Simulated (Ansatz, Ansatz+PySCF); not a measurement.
```xyz
2

Si    0.0000    0.0000   -0.0945
H     0.0000    0.0000    1.3229
```

Basis set: def2-SVP (spherical functions). Left uncorrelated: 5 orbitals. Correlation on ROHF uses semicanonical orbitals with singles. Charge 0, multiplicity 2.

Computed with Ansatz (development build ahead of 0.2.0); each method stands on the lowest determinant of its kind that the runs found.

Task: Give the atomization energy at this shape (free ground-state atoms in the same class of orbitals less the molecule, no zero-point energy) of doublet SiH by UHF-CCSD(T), ROHF-MP2, UHF.

Result:

| method | atomization energy |
| --- | --- |
| UHF-CCSD(T) | 2.82 eV |
| ROHF-MP2 | 2.68 eV |
| UHF | 2.12 eV |
